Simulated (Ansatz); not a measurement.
Reaction (redistribution): `B[SiH2][CH2][GeH3]` + `O[CH2][GeH3]` → `O[SiH2][CH2][GeH3]` + `B[CH2][GeH3]`

Program: Ansatz. Geometries: PBE0-D4/def2-TZVP. ΔE: electronic, gas phase. CBS: MP2 limit from def2 TZ/QZ plus the TZ coupled-cluster correction, frozen cores. Functionals use def2-TZVPP. For Ge outer-core shells are correlated without core-valence functions, which leaves a few kJ/mol of doubt a bond. Scalar relativity is left out up to krypton. One conformer a species, not always the lowest.

```csv
level,ΔE (kJ/mol)
r2SCAN-D4,-253.6
SCS-MP2/def2-TZVPP,-259.8
HF/def2-QZVPP,-252.5
MP2/CBS(def2),-271.3
```

**Question.** What does CCSD(T)/CBS give? (Estimate.)

**Answer.** The calculation gave: -254.4 kJ/mol. The listed levels differ from it by 0.8, -5.4, 1.9, -16.9 kJ/mol.

Largest T1 diagnostic among the species: 0.011.

From PBE to PBE0 (25 % exact exchange), in def2-TZVPP and without D4, ΔE moves by −7.1 kJ/mol.
